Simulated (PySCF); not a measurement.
## Polarisability of `[C-]#C/C=C\C(F)(F)F`

Species: C5H2F3 (charge -1).
Atom-mapped SMILES: `[C-:1]#[C:2]/[CH:3]=[CH:4]\[C:5]([F:6])([F:7])[F:8]` (hydrogens: H9 on C3; H10 on C4)

Cartesian coordinates in Å at the PBE0-D3(BJ)/def2-SVP level; atoms count from 1:
```xyz
10
C5H2F3 angstrom
C      2.6777   -1.5097    0.1022
C      1.8700   -0.5478    0.0207
C      1.0713    0.5955   -0.0741
C     -0.2855    0.7375   -0.0822
C     -1.2596   -0.3665    0.0428
F     -2.5149    0.0871   -0.2167
F     -1.0552   -1.3937   -0.7934
F     -1.3277   -0.9093    1.2787
H      1.6110    1.5557   -0.1567
H     -0.7372    1.7298   -0.1428
```

Level: B3LYP/def2-SVPD (PySCF), static field, nuclei fixed, core orbitals frozen in the response. The polarisability tensor in these axes (au):

```
x   105.86 -24.21   1.67
y   -24.21  81.38  -2.44
z     1.67  -2.44  53.71
```

What are the eigenvalues, a third of the trace, and Δα (Δα² = ½Σ(αi − αj)² over the three pairs)?

Principal values 53.49, 66.60 and 120.86 au; mean 80.32 au = 11.90 Å³ = 13.24 × 10⁻⁴⁰ C²·m²/J; Δα = 61.86 au (77 % of the mean).

Traceless (Buckingham) quadrupole moment about the centre of nuclear charge: eigenvalues?

-40.91, 19.20, 21.71 D·Å. The values depend on the origin, since the species is charged. The electronic extent ⟨r²⟩ about the same centre is 944 bohr², a root-mean-square distance of 2.10 Å for the 60 electrons.

Sum over states: ᾱ = Σ f/ω², ω in Eh. What share falls to these 6 lowest TDDFT singlets (eV, f)? 3.31, 0.0001; 3.83, 0.0087; 4.38, 0.2121; 4.67, 0.0023; 5.05, 0.2085; 5.13, 0.0009.

They add up to 14.79 au, 18.4 % of the 80.32 au; the largest single term is 8.18 au, from the state at 4.38 eV. Terms in order: 0.01, 0.44, 8.18, 0.08, 6.06, 0.02 au. Higher excitations give the rest. The strengths listed sum to 0.433.

Give the principal axes and the span of the nuclei along them.

Largest value along (0.85, -0.52, 0.04), where the nuclei span 5.27 Å; middle along (0.53, 0.85, -0.09), 3.84 Å; least along (0.01, 0.10, 0.99), 2.11 Å. The response follows the extents in order.

What depolarisation ratio follows for Rayleigh scattering of linearly polarised light, taking the static tensor?

ρ = 3Δα²/(45ᾱ² + 4Δα²) = 11480.5/(290285 + 15307.4) = 0.0376.

Isolated species at its PBE0-D3(BJ)/def2-SVP geometry, gas phase.
